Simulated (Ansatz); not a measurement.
The same path of C2H3AlFN (8 atoms, charge 0, multiplicity 1) was run 3 times with different band settings. The coordinate that changes most is the dihedral F5–Al3–N4–H8.

The calculation used RKS PBE0-D4/6-31G* (Ansatz).

Relaxed end points:

```xyz
8
Properties=species:S:1:pos:R:3
C -0.932 2.340 -0.038
C -0.253 1.330 -0.029
Al 0.789 -0.253 -0.019
N 0.029 -1.842 0.035
F 2.438 -0.154 -0.062
H -1.524 3.230 -0.047
H 0.518 -2.725 0.041
H -0.971 -1.983 0.064
```

```xyz
8
Properties=species:S:1:pos:R:3
C -0.933 2.341 -0.044
C -0.258 1.329 -0.034
Al 0.786 -0.252 -0.019
N 0.030 -1.844 0.038
F 2.435 -0.149 -0.058
H -1.523 3.233 -0.052
H -0.969 -1.990 0.064
H 0.524 -2.724 0.049
```

Common settings: optimiser quadratic models (default); start path IDPP; force threshold 0.05 eV/Å; end points relaxed.

| run | movable images | climbing image | spring | iteration limit |
| --- | --- | --- | --- | --- |
| 1 | 7 | yes | 5.0 eV/Å² | 46 |
| 2 | 4 | no | 5.0 eV/Å² | 60 |
| 3 | 7 | yes | 2.0 to 10.0 eV/Å², energy-weighted | 60 |

Question: What does each run give, and how far can it be trusted?

Answer: Run 1: converged after 10 iterations, highest image 0.340 eV above the first end. A vibrational analysis at the climbing image gives one clearly imaginary mode, 346i cm⁻¹: a first-order saddle point.
Run 2: converged after 6 iterations, highest image 0.306 eV above the first end. No image climbed, so the highest image needn't sit at the top of the path.
Run 3: converged after 12 iterations, highest image 0.340 eV above the first end. Another band between the same ends (7 images) ends at a top of the same energy, where a vibrational analysis finds 1 clearly imaginary mode.
